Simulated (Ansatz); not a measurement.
ClFMoS$_{2}$ (`[F][Mo](=[S])(=[S])[Cl]`). Total charge 0; spin multiplicity 1. Correlated methods include outer-core shells of Mo, which these sets cover unevenly. Mo takes the def2 core potential.

```json
{"atom": "F1", "x (Å)": "-1.879", "y (Å)": "-0.068", "z (Å)": "-0.389"}
{"atom": "Mo2", "x (Å)": "-0.086", "y (Å)": "-0.008", "z (Å)": "-0.020"}
{"atom": "S3", "x (Å)": "0.446", "y (Å)": "-1.653", "z (Å)": "1.145"}
{"atom": "S4", "x (Å)": "0.999", "y (Å)": "-0.117", "z (Å)": "-1.797"}
{"atom": "Cl5", "x (Å)": "0.519", "y (Å)": "1.845", "z (Å)": "1.061"}
```

(1) Give the diagnostics of a CCSD(T)/def2-TZVPP run (frozen core, Ansatz). (An estimate is asked.)

Results:

(1) Ansatz gave: T1 = 0.0243, largest single amplitude 0.054, largest double 0.059, (T) share of the correlation energy 6.5 %, 10 CCSD cycles. The RHF solution is unstable towards an unrestricted one. T1 lies over the customary mark of 0.02 for closed shells; compounds of d metals often pass it without a breakdown.
